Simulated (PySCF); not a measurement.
tert-butanol (C4H10O), SMILES CC(C)(C)O. The structure is a stationary point at PBE-D3(BJ)/def2-SVP. Other conformers were not sampled.

Level of theory: PySCF with PBE-D3(BJ)/def2-SVP.

Harmonic wavenumbers (cm⁻¹): 207, 260, 272, 307, 332, 336, 405, 451, 459, 746, 880, 896, 913, 919, 984, 999, 1122, 1194, 1215, 1305, 1326, 1344, 1355, 1390, 1400, 1405, 1419, 1431, 1439, 2959, 2963, 2980, 3044, 3050, 3069, 3070, 3074, 3081, 3689. Rotational constants (GHz): 4.670, 4.645, 4.460; symmetry number 1.

Q: Work out the zero-point energy and the ideal-gas rigid-rotor harmonic-oscillator thermochemistry at 298.15 K and 1 atm.

A: ZPE = ½ Σ hcν = ½ × 57689 cm⁻¹ = 345.05 kJ/mol. H − E(el) = 365.46 kJ/mol. Entropy in J/(mol K): translation 162.45, rotation 107.16, vibration 54.48, total 324.08. G − E(el) = 268.84 kJ/mol. Cp = 115.47 J/(mol K).
